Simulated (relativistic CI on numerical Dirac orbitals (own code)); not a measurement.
# Te6+: sensitivity of the levels to the model

Base calculation: Dirac-Coulomb-Breit CI, KLI orbitals optimised for each configuration, a model potential for QED, unscaled Slater integrals.

CI space (outside the closed core [Ar] 3d10 4s2): 4p⁶4d¹⁰, 4p⁶4d⁹5s, 4p⁶4d⁹4f, 4p⁶4d⁹5p, 4p⁶4d⁹5d, 4p⁶4d⁹6s, 4p⁶4d⁹6p, 4p⁶4d⁹5f, 4p⁶4d⁹6d, 4p⁵4d¹⁰4f, 4p⁶4d⁹5g, 4p⁶4d⁹6f. Double excitations out of closed p, d and f shells are left out; levels of such configurations are missing from the list, as are those of other unlisted configurations, and high levels can miss mixing partners.

Variants: (1) P86 correlation estimate; (2) configuration mixing switched off; (3) non-relativistic limit. Shifts of the energy above 4p⁶4d¹⁰ ¹S0, in cm⁻¹, for the lowest level and the first level of each name with at least 55 % of one term (blank where a level changes its place among those of its configuration and J or its character, or is not in the variant):

| Level | Base | Δ(1) | Δ(2) | Δ(3) | Measured |
| --- | --- | --- | --- | --- | --- |
| 4p⁶4d¹⁰ ¹S0 | 0 | 0 | 0 | 0 | 0 |
| 4p⁶4d⁹5s ³D3 | 309798 | +6888 | +231 | +36176 | 309000 |
| 4p⁶4d⁹5s ³D2 | 313143 | +6887 | +210 | +32831 | 312090 |
| 4p⁶4d⁹5s ³D1 | 321789 | +6888 | +237 | +24185 | 320370 |
| 4p⁶4d⁹5s ¹D2 | 325815 | +6887 | +172 | +26653 | 323620 |
| 4p⁶4d⁹5p ³P°2 | 406700 | +8149 | +72 | +25848 | 409310 |
| 4p⁶4d⁹5p ³F°3 | 410830 | +8149 | +109 | +27142 | 412640 |
| 4p⁶4d⁹5p ³P°1 | 419552 | +8149 | +66 | +12996 | 422870 |
| 4p⁶4d⁹5p ³F°2 | 420290 | +8148 | +117 | +17682 |  |
| 4p⁶4d⁹5p ³F°4 | 421227 | +8148 | +91 | +16744 | 422940 |
| 4p⁶4d⁹5p ³P°0 | 427822 | +8149 | +51 | +4726 | 430050 |
| 4p⁶4d⁹5p ¹D°2 | 428102 | +8150 | +108 | +19695 |  |
| 4p⁶4d⁹5p ³D°3 | 429675 | +8149 | +93 |  | 429910 |
| 4p⁶4d⁹5p ¹P°1 | 431086 | +8147 | +481 |  | 430410 |

At this charge configurations can still be misplaced by up to about 7 % of their energy. Levels and lines within the n = 5 or 6 shells can be off by up to 10 % or somewhat more, and those that change n by about 2 %, since core polarisation is missing. 12 of the 14 excited levels that our extract of the measured tables holds in this range could be paired (the sources list more); they are missed by 1508 cm⁻¹ on average and 3318 at most, and levels without a partner can miss by more.

Measured levels: Moore, Atomic Energy Levels, vol. III, NSRDS-NBS 35 (1971 reprint of NBS Circular 467, 1958).

Ionisation energy from the two ground configurations alone: base 122.725 eV; P86 correlation estimate 124.319 eV. The NIST ASD value (measured) is 124.2 eV.

LS names give the leading component of a level, which can be under half, so a name can repeat, a term be missing and a line seem to break the LS rules.
